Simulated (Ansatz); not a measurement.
GeI₃, that is [GeI3]- with one electron fewer. The state is a doublet with charge 0. Geometry PBE0-D4/def2-SVPD, that of the charge -1 singlet; atoms count from 1.

```xyz
4

Ge    0.5806   -0.6705   -0.3716
I    -1.2155    0.5164   -2.0027
I     1.6994    1.5314    0.7235
I    -1.0645   -1.3774    1.6508
```

In the def2 sets I takes a core potential; there is no spin–orbit coupling.

Estimate the Mulliken populations from the PBE0/def2-TZVPD orbitals of Ansatz.


```json
{"atom": "Ge1", "charge (e)": "0.09", "spin (α − β)": "0.29"}
{"atom": "I2", "charge (e)": "-0.03", "spin (α − β)": "0.24"}
{"atom": "I3", "charge (e)": "-0.03", "spin (α − β)": "0.24"}
{"atom": "I4", "charge (e)": "-0.03", "spin (α − β)": "0.24"}
```
Mulliken values depend strongly on the basis. With diffuse functions, as here, like atoms can get unlike values, and bond orders can come out too low or too high.

Where does the spin sit?

Summed by element: Ge 0.29, I 0.71, of 1 unpaired in all. Largest on single atoms: Ge1 0.29, I3 0.24, I4 0.24.

And the Mayer bond orders between heavy atoms (over 0.3)?

Ge1–I2 1.02 (2.70 Å); Ge1–I3 1.01 (2.70 Å); Ge1–I4 1.02 (2.70 Å).
